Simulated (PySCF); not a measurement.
Stepwise substitution at one centre (Ga SiH3-SH). All species are isolated molecules in the gas phase. One relaxed conformer stands for each flexible species; it need not be the lowest. Strings in code marks are SMILES.

Method: PBE-D3(BJ)/def2-TZVP // PBE0-D3(BJ)/def2-TZVP (PySCF 2.14.0). Excitations are Tamm–Dancoff values on a coarser integration grid. The basis has no diffuse functions, so Rydberg states are missing or too high.

```
species                                                    S1–T1 gap (TDA) (eV)  HOMO–LUMO gap (eV)  S1 oscillator strength
---------------------------------------------------------  --------------------  ------------------  ----------------------
0 of 3 SiH3 replaced by SH (`[Ga]([SiH3])([SiH3])[SiH3]`)                   ___                2.91                   0.000
1 of 3 SiH3 replaced by SH                                                 0.55                3.62                   0.000
2 of 3 SiH3 replaced by SH                                                 0.68                 ___                   0.060
3 of 3 SiH3 replaced by SH                                                 0.23                4.58                     ___
```

What belongs in the gaps?


- 0 of 3 SiH3 replaced by SH (`[Ga]([SiH3])([SiH3])[SiH3]`), S1–T1 gap (TDA) (eV): 0.50
- 2 of 3 SiH3 replaced by SH, HOMO–LUMO gap (eV): 4.00
- 3 of 3 SiH3 replaced by SH, S1 oscillator strength: 0.000
